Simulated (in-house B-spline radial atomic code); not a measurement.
The selenium ion Se²⁺ is squeezed into an impenetrable sphere of radius R (the orbitals vanish at R). No spin polarisation. Method: non-relativistic Hartree-Fock, average of configuration, point nucleus. Calculated with a B-spline radial code for spherical atoms.

Energies in eV above the free ion in [Ar] 3d10 4s2 4p2:

```csv
R (bohr),highest level (eV),[Ar] 3d10 4s2 4p2,[Ar] 3d10 4s1 4p2 4f1,[Ar] 3d10 4s1 4p2 4d1,-dE/dV in [Ar] 3d10 4s2 4p2 (GPa)
8.99,-30.5,1.818e-05,34.27,26.37,4.91e-05
6.83,-30.5,0.003798,35.89,26.52,0.0168
5.37,-30.4,0.1137,39.28,27.36,0.764
3.91,-28.9,2.704,50.62,33.42,31.9
3.51,-27.2,6.213,58.62,39.26,89.7
3.21,-24.9,11.53,68.28,47.11,198
2.42,-7.9,59.83,133.1,107.5,1890
2.36,-5.26,68.12,142.9,117.2,2280
1.86,36.9,214.6,299.6,277.7,13100
1.51,118,541.2,617.1,612.6,58300
```

**Question.** Does [Ar] 3d10 4s1 4p2 4f1 fall below [Ar] 3d10 4s2 4p2 under compression?

**Answer.** No, it stays above over the whole range.

**Question.** Does [Ar] 3d10 4s1 4p2 4d1 fall below [Ar] 3d10 4s2 4p2 under compression?

**Answer.** No, it stays above over the whole range.

The highest level is first positive in the row R = 1.86 bohr, pushed up by confinement above the zero of the free ion's potential. Each configuration is held fixed and needn't be the lowest in the sphere.
